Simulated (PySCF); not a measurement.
NMR data simulated for an unnamed compound:

1H NMR (600 MHz, computed): δ 6.50 (m, 1H), 4.78 (m, 2H), 0.25 (br s, 2H).

13C{1H} NMR (computed): δ 127.5 (CH).

[PySCF: σ from GIAO-PBE0/pcSseg-1; geometry from GFN2-xTB; single conformer; non-relativistic; no solvent; fast rotation and ring inversion assumed for equivalent nuclei]

Chemical shifts δ = σref − σ; 1H (σref 31.72) and 13C (σref 186.93) vs TMS, all at this level.

Which of these does the molecule contain: a nitrile, a Si–H bond, an NH or NH2 group, a Si–CH3 group, a tert-butyl group?

Answers


- A nitrile: no.
- A Si–H bond: yes (δH 4.78 (m)).
- An NH or NH2 group: yes (δH 0.25 (br s)).
- A Si–CH3 group: no.
- A tert-butyl group: no.

The data belong to `N[SiH2]C(F)F`, CH$_{5}$F$_{2}$NSi; they needn't prove each group on their own.

Carbon signals by region: 1 in the sp2 and nitrile region (100–160 ppm).

OH and NH positions are those of a molecule without intermolecular hydrogen bonds; in solution they move with solvent, concentration and temperature, and exchange usually removes their couplings. Splittings by 19F in the carbon and heteronuclear signals aren't shown, as no couplings were computed. Shifts are as computed. Against solution values, carbons near 30 ppm lie about +3 ppm off and those near 130 ppm about +5 ppm (rms about the fit 2.1 ppm; single classes can miss by 10 ppm). Of 1328 compounds with measured shifts, 309 miss one by over three times the rms of a fit or turn the order of signals round; such compounds aren't used in these exercises. Signals without a measured value on file couldn't be tested in this way; 1H shifts scatter by 0.2 ppm about their fit, and single ones miss by 0.5 ppm. No couplings were computed; multiplicities are counted from neighbouring protons, with m where these are inequivalent, close in shift, in a saturated or five-membered ring or joined by F or P, and br s for small geminal =CH2 splittings.
